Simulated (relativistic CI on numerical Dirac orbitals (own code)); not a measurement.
**Hyperfine structure of Lu⁵⁰⁺, mass number 173**

Method of calculation: Dirac-Coulomb-Breit CI, KLI orbitals optimised for each configuration, model QED, unscaled Slater integrals (own radial code, finite nucleus).

Configurations in the expansion (outside the closed core [Ne]): 3s2 3p6 3d3, 3s2 3p5 3d4, 3s 3p6 3d4, 3s2 3p6 3d2 4s, 3s2 3p6 3d2 4p, 3s2 3p6 3d2 4d, 3s2 3p5 3d3 4s, 3s2 3p6 3d2 4f, 3s2 3p5 3d3 4p, 3s 3p6 3d3 4s, 3p6 3d4 4p, 3p6 3d5, 3p5 3d6, 3p5 3d5 4s, 3p6 3d4 4s, 3p5 3d4 4s2, 3s2 3p6 3d 4s2, 3s2 3p6 4s2 4p, 3s2 3p6 4s2 4d. Double excitations out of closed p, d and f shells are left out; levels of such configurations are missing from the list, as are those of other unlisted configurations, and high levels can miss mixing partners. These lack a partner that the ground configuration has and come out too high: 3s2 3p5 3d3 4p.

Nuclear spin I = 7/2, μ = 2.273 μN, Q = 3.53 b (tables of Stone and Pyykkö). The electronic factors are computed for point nuclear moments, without core polarisation or the Bohr-Weisskopf and QED corrections.

```csv
Level,E (eV),A (MHz),B (MHz)
3s2 3p6 3d3 4F_5/2,52.250,34960,-103000
3s2 3p6 3d3 4P_1/2,63.957,-22160,
3s2 3p6 3d3 4F_7/2,113.342,28820,-18400
3s2 3p6 3d3 4F_9/2,117.632,30060,69300
3s2 3p6 3d3 2P_1/2,125.951,-9285,
3s2 3p6 3d3 2H_11/2,126.997,33640,425000
```

Levels with J = 0, under 50 % of one LS term, or S terms without an open s electron are left out. Small factors come from cancelling terms and can be off by tens of per cent or more.

At this charge energies of transitions that change n are usually good to better than 1 %, and those within a shell (Δn = 0) to a few per cent.

Question: Give the hyperfine levels of 3s2 3p6 3d3 4F_5/2 relative to its centre of gravity.

Answer: With K = F(F + 1) − I(I + 1) − J(J + 1), E = AK/2 + B[¾K(K + 1) − I(I + 1)J(J + 1)]/[2I(2I − 1)J(2J − 1)]: F = 1: -448300, F = 2: -349000, F = 3: -211200, F = 4: -47850, F = 5: 123300, F = 6: 280200 MHz.

LS names give the leading component of a level, which can be under half, so a name can repeat, a term be missing and a line seem to break the LS rules.
